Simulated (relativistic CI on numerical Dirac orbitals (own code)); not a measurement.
## Tl⁴⁵⁺: sensitivity of the levels to the model

Base calculation: Dirac-Coulomb-Breit CI, separate exchange-only KLI orbitals for each configuration, model QED, unscaled Slater integrals.

Configurations in the expansion (outside the closed core [Ar] 3d10): 4s²4p⁶, 4s²4p⁵4d, 4s4p⁶4d, 4s²4p⁵4f, 4s4p⁶4f, 4p⁶4d4f, 4s²4p⁵5s, 4s²4p⁵5p, 4s4p⁶5s, 4s²4p⁵5d, 4s4p⁶5p, 4s²4p⁵5f, 4s²4p⁵5g, 4s4p⁶5d, 4p⁶4f5s, 4s4p⁶5f, 4s²4p⁵6s, 4s²4p⁵6p, 4s4p⁶5g, 4s²4p⁵6d, 4s²4p⁵6f, 4p⁶4d², 4p⁵4d³, 4p⁵4d²4f, 4p⁵4d²5s, 4p⁵4d²5p, 4p⁶4f², 4p⁵4d4f², 4p⁵4f³, 4p⁵4f²5s, 4p⁵4f²5p, 4p⁶4d5s, 4p⁵4d4f5s, 4p⁵4d5s², 4p⁵4d5s5p. Double excitations out of closed p, d and f shells are left out; levels of such configurations are missing from the list, as are those of other unlisted configurations, and high levels can miss mixing partners. These lack a partner that the ground configuration has and come out too high: 4s²4p⁵5d, 4s²4p⁵5f, 4s²4p⁵5g, 4s²4p⁵6s, 4s²4p⁵6p.

Variants: (1) P86 correlation estimate; (2) non-relativistic limit. Shifts of the energy above 4s²4p⁶ ¹S0, in eV, for the lowest level and the first level of each name with at least 55 % of one term (blank where a level changes its place among those of its configuration and J or its character, or is not in the variant):

| Level | Base | Δ(1) | Δ(2) |
| --- | --- | --- | --- |
| 4s²4p⁶ ¹S0 | 0.000 | 0.000 | 0.000 |
| 4s²4p⁵4d ³P°0 | 173.477 | +0.216 | -8.576 |
| 4s²4p⁵4d ³P°1 | 179.311 | +0.216 | -14.410 |
| 4s²4p⁵4d ³F°3 | 182.194 | +0.217 | -13.117 |
| 4s²4p⁵4d ³F°4 | 209.399 | +0.218 | -40.321 |
| 4s²4p⁵4d ³D°3 | 218.707 | +0.217 | -40.407 |
| 4s²4p⁵4d ³F°2 | 330.009 | +0.219 |  |
| 4s²4p⁵4f ³D1 | 420.918 | +1.900 | -32.520 |
| 4s²4p⁵4f ³D2 | 427.988 | +1.962 | -39.590 |
| 4s²4p⁵4f ³G4 | 432.961 | +2.144 | -44.126 |
| 4s²4p⁵4f ³F3 | 436.183 | +2.120 |  |
| 4s²4p⁵4f ³G5 | 438.736 | +2.144 | -49.900 |
| 4s²4p⁵4f ¹F3 | 440.944 | +2.091 |  |
| 4s²4p⁵4f ³F4 | 446.759 | +2.144 |  |

At this charge energies of transitions that change n are usually good to better than 1 %, and those within a shell (Δn = 0) to a few per cent.

Ionisation energy from the two ground configurations alone: base 2446.96 eV; P86 correlation estimate 2449.04 eV. The NIST ASD value (theoretical) is 2447 eV.

LS names give the leading component of a level, which can be under half, so a name can repeat, a term be missing and a line seem to break the LS rules.
